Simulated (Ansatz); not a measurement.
Au(NH3)Cl (AuNClH₃), 6 atoms. Hardware: 4 threads of Arm Neoverse V1 on a shared host.

In the def2 sets Au takes a core potential; there is no spin–orbit coupling.

(1) How many basis functions does each of these Ansatz runs have, and roughly what does it cost? PBE-D4/def2-TZVP, charge 0 triplet at the geometry of the charge 0 singlet, energy, from earlier orbitals; PBE-D4/def2-TZVP, charge 0 singlet, energy, from earlier orbitals; PBE-D4/def2-TZVP, charge 1 doublet at the geometry of the charge 0 singlet, energy, from earlier orbitals; r2SCAN-D4/def2-TZVPD, charge -1 doublet at the geometry of the charge 0 singlet, energy, from earlier orbitals; r2SCAN-D4/def2-TZVP, charge 0 triplet at the geometry of the charge 0 singlet, energy, from earlier orbitals; BHLYP-D4/def2-TZVP, charge 0 singlet, energy, from earlier orbitals; PBE0-D4/def2-TZVP, charge 1 doublet at the geometry of the charge 0 singlet, energy; HSE06-D4/def2-TZVP, charge 0 singlet, energy, from earlier orbitals; PBE0-D4/def2-TZVP, charge 0 singlet, energy, from earlier orbitals; BLYP-D4/def2-TZVP, charge 0 singlet, energy, from earlier orbitals; r2SCAN-D4/def2-TZVPD, charge 0 singlet, energy, from earlier orbitals; PBE-D4/def2-TZVPD, charge -1 doublet at the geometry of the charge 0 singlet, energy, from earlier orbitals.

## Answers

(1) Other jobs shared the machine, so times can vary by a factor of up to 3. A dash marks memory too small to be measured apart from the calling script's.

| run | functions | fitting or Cholesky vectors | wall time | peak host memory (GiB) |
| --- | --- | --- | --- | --- |
| PBE-D4/def2-TZVP, charge 0 singlet, energy, from earlier orbitals | 126 | 901 | 0.8 s | – |
| BLYP-D4/def2-TZVP, charge 0 singlet, energy, from earlier orbitals | 126 | 901 | 0.9 s | – |
| HSE06-D4/def2-TZVP, charge 0 singlet, energy, from earlier orbitals | 126 | 966 | 1.1 s | – |
| BHLYP-D4/def2-TZVP, charge 0 singlet, energy, from earlier orbitals | 126 | 1070 | 1.1 s | – |
| PBE0-D4/def2-TZVP, charge 0 singlet, energy, from earlier orbitals | 126 | 966 | 1.3 s | – |
| PBE-D4/def2-TZVPD, charge -1 doublet at the geometry of the charge 0 singlet, energy, from earlier orbitals | 153 | 980 | 2.3 s | – |
| r2SCAN-D4/def2-TZVPD, charge 0 singlet, energy, from earlier orbitals | 153 | 980 | 2.4 s | – |
| r2SCAN-D4/def2-TZVPD, charge -1 doublet at the geometry of the charge 0 singlet, energy, from earlier orbitals | 153 | 980 | 5.5 s | – |
| PBE-D4/def2-TZVP, charge 0 triplet at the geometry of the charge 0 singlet, energy, from earlier orbitals | 126 | 901 | 12 s | – |
| PBE-D4/def2-TZVP, charge 1 doublet at the geometry of the charge 0 singlet, energy, from earlier orbitals | 126 | 901 | 14 s | – |
| PBE0-D4/def2-TZVP, charge 1 doublet at the geometry of the charge 0 singlet, energy | 126 | 966 | 23 s | – |
| r2SCAN-D4/def2-TZVP, charge 0 triplet at the geometry of the charge 0 singlet, energy, from earlier orbitals | 126 | 901 | 26 s | – |
